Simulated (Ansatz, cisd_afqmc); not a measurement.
System: GaH$_{3}$, charge 0, singlet. GaH3 (SMILES [GaH3]).
B3LYP-D3(BJ)/def2-TZVP minimum from Ansatz (an electronic-structure program):
```
Ga
H 1 1.5699
H 1 1.5699 2 120.00
H 1 1.5699 2 120.00 3 -180.00
```
Charge 0, spin multiplicity 1.

Atomisation energy term by term, kcal/mol (programs: Ansatz, cisd_afqmc). UHF or UKS for unpaired electrons; spin-orbit terms are left out. Cores are frozen in correlated methods (noble-gas shells, and filled d and f shells in the p block). No relativity. AFQMC/CISD: phaseless, guided by CISD from CCSD amplitudes; bars are statistical, one sigma. Outlying blocks are dropped, and bars are widened where a walk drifts. Over all cases where full CI ran beside it in this data, AFQMC minus full CI had a median of +0.1 mEh and passed +0.4 mEh in a tenth of the cases. CBS(X,Y): correlation extrapolated as X^-3, Hartree-Fock from the larger set (Q,5: extrapolated as (X+1)exp(-9√X)). A bracket is a step between two methods taken in the basis named. Full CI freezes restricted core orbitals, also for open shells; the composite that ends in it estimates full CI at the basis-set limit. Where a partner has so few electrons that a lower coupled-cluster level is exact, that level stands in.

```
term                               basis  kcal/mol
------------------  --------------------  --------
Hartree-Fock        CBS(cc-pVQZ,cc-pV5Z)    151.43
CCSD correlation    CBS(cc-pVQZ,cc-pV5Z)     45.08
(T)                 CBS(cc-pVQZ,cc-pV5Z)      0.57
CCSDT(Q) - CCSD(T)               cc-pV5Z      0.09
FCI - CCSDT(Q)                   cc-pVDZ      0.01
sum: De                                      197.2
```

The step beyond CCSD(T) by other levels: FCI in cc-pVDZ 0.11; CCSDTQ in cc-pVDZ 0.11; AFQMC/CISD in cc-pVDZ 0.09 ± 0.04; CCSDT(Q) in cc-pVDZ 0.11; CCSDTQ in cc-pVTZ 0.09; CCSDT(Q) in cc-pVTZ 0.09; CCSDT(Q) in cc-pVQZ 0.09 kcal/mol.
